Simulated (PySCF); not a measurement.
## Polarisability and C₆ of Ar¹⁷⁺ (argon, charge +17)

1s1, 2S determinant. Computed with PySCF 2.14 in an uncontracted even-tempered set (17 s from 12 bohr⁻², ratio 2.2; 7 p from 19 bohr⁻², ratio 2.4; 4 d from 56 bohr⁻², ratio 2.4; 3 f from 85 bohr⁻², ratio 2.4; 3 g from 130 bohr⁻², ratio 2.4), with scalar relativity by spin-free X2C-1e. Coupled (time-dependent) response in atomic units; α is the mean over directions.

```json
{"method": "UHF", "mean α (bohr³)": "4.210e-05", "C₆ (like pair)": "1.851e-07", "S(−4)": "2.346e-09"}
```

S(−4) is the Cauchy moment in α(ω) = α(0) + S(−4) ω² + …

α(iu) at UHF:

```json
{"u (hartree)": "0", "α(iu) (bohr³)": "4.210e-05"}
{"u (hartree)": "10.0", "α(iu) (bohr³)": "4.187e-05"}
{"u (hartree)": "20.0", "α(iu) (bohr³)": "4.118e-05"}
{"u (hartree)": "40.0", "α(iu) (bohr³)": "3.868e-05"}
{"u (hartree)": "60.0", "α(iu) (bohr³)": "3.516e-05"}
{"u (hartree)": "80.0", "α(iu) (bohr³)": "3.126e-05"}
{"u (hartree)": "100", "α(iu) (bohr³)": "2.742e-05"}
{"u (hartree)": "150", "α(iu) (bohr³)": "1.943e-05"}
{"u (hartree)": "200", "α(iu) (bohr³)": "1.396e-05"}
{"u (hartree)": "300", "α(iu) (bohr³)": "7.880e-06"}
{"u (hartree)": "500", "α(iu) (bohr³)": "3.370e-06"}
```

A single London oscillator, α(iu) = α/(1 + u²/ω²), gives C₆ = (3/4) ω α². Matching the computed C₆ needs ω = 4 × 1.851e-07 / (3 × 4.210e-05²) = 139 hartree.

For a non-relativistic one-electron ion the exact value is 9/(2Z⁴) = 4.287e-05 bohr³; Hartree-Fock is exact here up to the basis and relativity.

For an ion, C₆ is the dispersion term alone; charge-induced terms of lower order in 1/R come first.
